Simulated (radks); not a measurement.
The numbers below are computed, except where a source is named.
Q: All-electron atom: Ce4+ in [Xe] (the NIST ground configuration). Level of theory: Dirac Kohn-Sham, PBE, spin-unpolarised, spherical densities, finite nucleus; Fermi nuclear charge, rms radius 4.8771 fm (a radial shooting solver on a logarithmic mesh with Libxc functionals). Some entries of the table are withheld. Estimate them.

orbital,occ.,eigenvalue (hartree),<r> (bohr),<1/r> (bohr^-1)
1s1/2,2,(1),0.02457,63.34
2s1/2,2,-238.2732,0.1048,14.93
2p1/2,2,-225.0572,0.08795,14.91
2p3/2,4,-208.6479,0.09416,13.51
3s1/2,2,-52.64053,(2),5.388
3p1/2,2,-47.04333,0.2681,5.301
3p3/2,4,-43.81914,0.2802,4.951
3d3/2,4,-34.03051,0.2514,(3)
3d5/2,6,-33.33850,0.2552,(4)
4s1/2,2,(5),0.6353,2.241
4p1/2,2,-9.86600,0.6533,2.139
4p3/2,4,-9.16608,0.6800,2.025
4d3/2,4,-5.73768,0.7315,1.813
4d5/2,6,-5.61373,0.7408,1.785
5s1/2,2,-2.89578,1.460,0.9138
5p1/2,2,(6),1.599,(7)
5p3/2,4,(8),1.662,(9)

A: 
(1) 1s1/2 eigenvalue (hartree): -1480.080
(2) 3s1/2 <r> (bohr): 0.2783
(3) 3d3/2 <1/r> (bohr^-1): 4.816
(4) 3d5/2 <1/r> (bohr^-1): 4.727
(5) 4s1/2 eigenvalue (hartree): -11.95031
(6) 5p1/2 eigenvalue (hartree): -2.28884
(7) 5p1/2 <1/r> (bohr^-1): 0.8258
(8) 5p3/2 eigenvalue (hartree): -2.17006
(9) 5p3/2 <1/r> (bohr^-1): 0.7884
